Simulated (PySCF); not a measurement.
Correlation energy of Tc(3+) (technetium, charge +3)

[Kr] 4d4, high-spin 5D determinant. All numbers are calculated (PySCF 2.14, scalar relativity by spin-free X2C-1e, in x2c-TZVPPall (8s6p6d2f1g, 79 functions)). Frozen: [Ar] 3d10; 12 electrons correlated.

```tsv
level	correlation energy (mhartree)
CCSD	-314.11
(T)	-6.05
CCSD(T)	-320.16
```

Diagnostics: T1 = 0.0027, D1 = 0.0065, largest double amplitude 0.025.

**Question.** Is a single reference adequate?

**Answer.** Yes, within this model without spin-orbit coupling: T1 lies below 0.03 and no double amplitude reaches 0.07.

This basis was not built for core-valence correlation, so the inner-shell part is incomplete.
